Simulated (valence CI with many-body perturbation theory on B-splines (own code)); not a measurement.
Os⁶²⁺: calculated level list

Method: relativistic CI+MBPT: four valence electrons over a frozen Dirac-Fock core [Ne], a basis of 11 s, 11 p, 10 d, 8 f, 5 g, 2 h functions for each j, with the one-electron correlation potential Σ1, the two-electron term Σ2, the three-electron term Σ3, Breit, model QED; selected CI, second order for the rest, scaled by the run's own slope (own B-spline code, finite nucleus).

No measured spectrum was set against this ion. As an estimate, large intervals hold to a few tenths of a per cent, small ones and those within an open d or f shell to about a per cent. Among the levels kept, up to 600 cm⁻¹ of a level comes from second order outside the variational space, and about a tenth of that is noise between levels of different J, which matters for small intervals.

Levels 1 to 45 of 169, with energies above the lowest level, (3s^2 3p1/2^2) J=0. "Leading %" is the weight of the configuration and term that name the level; weights of strongly mixed levels are sums over their largest components and can fall short. In the jj column 3d3/2^4 stands for four electrons in 3d with j = 3/2.

```tsv
No.	Configuration	Term	J	E (Ry)	Leading %	Leading jj	g
1	3s2 3p2	3P	0	0.000	68	3s^2 3p1/2^2 (100 %)	
2	3s2 3p2	3P	1	29.136	100	3s^2 3p1/2 3p3/2 (100 %)	1.488
3	3s2 3p2	1D	2	29.842	65	3s^2 3p1/2 3p3/2 (99 %)	1.160
4	3s 3p3	3P°	2	42.092	47	3s 3p1/2^2 3p3/2 (97 %)	1.518
5	3s 3p3	3D°	1	44.171	28	3s 3p1/2^2 3p3/2 (81 %)	1.047
6	3s2 3p 3d	3F°	2	45.875	74	3s^2 3p1/2 3d3/2 (99 %)	0.752
7	3s2 3p 3d	3D°	1	49.244	43	3s^2 3p1/2 3d3/2 (82 %)	0.880
8	3s2 3p 3d	3P°	2	54.130	46	3s^2 3p1/2 3d5/2 (97 %)	1.283
9	3s2 3p 3d	3F°	3	54.225	50	3s^2 3p1/2 3d5/2 (99 %)	1.103
10	3s 3p2 3d	3D	1	59.155	44	3s 3p1/2^2 3d3/2 (99 %)	0.444
11	3s2 3p2	3P	2	59.477	53	3s^2 3p3/2^2 (83 %)	1.281
12	3s 3p2 3d	3D	2	59.762	18	3s 3p1/2^2 3d3/2 (82 %)	1.152
13	3s2 3p2	1S	0	61.070	68	3s^2 3p3/2^2 (98 %)	
14	3s 3p2 3d	3D	3	67.034	35	3s 3p1/2^2 3d5/2 (98 %)	1.341
15	3s 3p2 3d	3F	2	68.096	27	3s 3p1/2^2 3d5/2 (97 %)	1.026
16	3s 3p3	3D°	2	70.540	49	3s 3p1/2 3p3/2^2 (96 %)	1.527
17	3s 3p3	3D°	3	71.960	94	3s 3p1/2 3p3/2^2 (94 %)	1.310
18	3s 3p3	3P°	0	72.824	86	3s 3p1/2 3p3/2^2 (86 %)	
19	3s 3p3	1D°	2	73.936	55	3s 3p1/2 3p3/2^2 (71 %)	1.083
20	3s 3p3	3P°	1	73.966	33	3s 3p1/2 3p3/2^2 (82 %)	1.268
21	3s 3p3	3S°	1	74.836	31	3s 3p1/2 3p3/2^2 (97 %)	1.338
22	3s2 3p 3d	3F°	3	77.840	45	3s^2 3p3/2 3d3/2 (95 %)	1.079
23	3s2 3p 3d	3D°	2	78.208	39	3s^2 3p3/2 3d3/2 (69 %)	1.057
24	3s2 3p 3d	3P°	1	78.243	46	3s^2 3p3/2 3d3/2 (82 %)	1.116
25	3s2 3p 3d	3P°	0	78.326	85	3s^2 3p3/2 3d3/2 (85 %)	
26	3s2 3p 3d	3F°	4	82.772	99	3s^2 3p3/2 3d5/2 (99 %)	1.237
27	3s2 3p 3d	3P°	2	83.528	44	3s^2 3p3/2 3d5/2 (97 %)	1.225
28	3s2 3p 3d	3D°	3	85.236	62	3s^2 3p3/2 3d5/2 (96 %)	1.200
29	3s2 3p 3d	1P°	1	86.023	62	3s^2 3p3/2 3d5/2 (97 %)	1.071
30	3s 3p2 3d	5F	2	86.085	24	3s 3p1/2 3p3/2 3d3/2 (69 %)	1.164
31	3s 3p2 3d	5D	0	86.612	74	3s 3p1/2 3p3/2 3d3/2 (93 %)	
32	3s 3p2 3d	5D	1	86.815	51	3s 3p1/2 3p3/2 3d3/2 (99 %)	1.128
33	3s 3p2 3d	5F	3	87.236	43	3s 3p1/2 3p3/2 3d3/2 (97 %)	1.127
34	3p4	3P	2	87.623	30	3s 3p1/2 3p3/2 3d3/2 (48 %)	1.189
35	3s 3p2 3d	3G	4	88.543	31	3s 3p1/2 3p3/2 3d3/2 (96 %)	1.154
36	3p4	1S	0	88.578	45	3p1/2^2 3p3/2^2 (70 %)	
37	3s 3p2 3d	3F	2	89.597	57	3s 3p1/2 3p3/2 3d3/2 (87 %)	0.909
38	3s 3p2 3d	3D	3	90.106	32	3s 3p1/2 3p3/2 3d3/2 (94 %)	1.259
39	3s 3p2 3d	3P	1	90.446	30	3s 3p1/2 3p3/2 3d3/2 (97 %)	1.688
40	3s 3p2 3d	3D	2	90.623	24	3s 3p1/2 3p3/2 3d3/2 (85 %)	1.368
41	3s 3p2 3d	3G	3	90.796	44	3s 3p1/2 3p3/2 3d3/2 (98 %)	0.947
42	3s 3p2 3d	3D	1	90.910	45	3s 3p1/2 3p3/2 3d3/2 (97 %)	0.802
43	3s 3p2 3d	3D	1	92.810	46	3s 3p1/2 3p3/2 3d3/2 (94 %)	0.958
44	3s 3p2 3d	3F	2	92.925	29	3s 3p1/2 3p3/2 3d3/2 (73 %)	0.961
45	3s 3p2 3d	3P	0	93.148	54	3s 3p1/2 3p3/2 3d3/2 (57 %)
```

The ionisation energy to 3s2 3p 2P°_1/2 of the next ion comes out as 7041.1 eV (NIST: 7039 ± 15 eV (theoretical)). All 169 levels together are meant to be complete up to 140.503 Ry.
